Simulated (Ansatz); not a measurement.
Mulliken charges of C$_{2}$H$_{4}$OSSe, SMILES `COC(S)=[Se]` from ωB97M-V/def2-TZVPP in Ansatz (PBE0-D4/def2-TZVP geometry).

```
atom   x (Å)   y (Å)   z (Å)  charge (e)
  C1   1.251   0.842  -0.011      -0.203
  O2   0.562  -0.332  -0.430      -0.197
  C3  -0.678  -0.521  -0.025       0.070
  S4  -1.239  -2.029  -0.698      -0.020
 Se5  -1.630   0.564   1.028      -0.228
  H6   2.237   0.770  -0.464       0.136
  H7   1.317   0.869   1.077       0.153
  H8   0.722   1.731  -0.358       0.153
  H9  -2.453  -1.940  -0.136       0.137
```

Question: By hand: the dipole of these point charges (1 e Å = 4.8032 D).

Answer: Σ q r = (0.264, 0.007, -0.107) e Å, of length 0.285 e Å = 1.37 D.

Question: How does the dipole of the full density compare? (An estimate is asked.)

Answer: Ansatz gave: (0.324, -0.032, -0.155) e Å, 1.73 D; the point charges give 0.79 times that, at 7° from its direction.

Point charges leave out the atoms' own dipoles, such as those of lone pairs, and Mulliken's split depends on the basis, so the two needn't agree.
